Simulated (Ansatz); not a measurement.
Harmonic frequencies (cm⁻¹) at PBE0-D4/def2-TZVP from Ansatz: 170, 257, 341, 506, 765, 810, 896, 960, 2283.

Which molecule is it?
A. `I[CH]I`•
B. `F[SiH](F)[S]`•
C. `O=C=[N][GeH][Cl]`•
D. `[OH][In][Br]`•

B.
